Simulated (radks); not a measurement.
The numbers below are computed, except where a source is named.
Er65+, configuration [He] 2s1.

Level of theory: Dirac Kohn-Sham, LB94 model potential, spin-unpolarised, spherical densities, finite nucleus; Fermi nuclear charge, rms radius 5.2516 fm (a radial shooting solver on a logarithmic mesh with Libxc functionals).

Energy parts (eV):
kinetic: 172856.53
electron-nucleus: -324638.74
Hartree: 3562.86
(The LB94 potential has no energy functional, so no total or exchange-correlation energy is given.)

Orbitals (lengths in bohr, moments of r in powers of bohr; r(max) is where P^2 peaks; r(90%) holds 90 % of the orbital's charge):
| orbital | occ. | eigenvalue (eV) | <r^4> | r(90%) | <r^2> | r(max) | small-component weight |
|---|---|---|---|---|---|---|---|
| 1s1/2 | 2 | -65477.32 | 8.377e-07 | 0.0367 | 0.0005609 | 0.01283 | 6.52e-02 |
| 2s1/2 | 1 | -16272.81 | 0.0001051 | 0.126 | 0.007874 | 0.07097 | 1.61e-02 |

The highest occupied level is 2s1/2 at -16272.8 eV. Summed over all electrons, <r^2> = 0.008996 bohr^2, which gives a Langevin (diamagnetic) susceptibility term of -0.00712 x 10^-6 cm^3/mol.
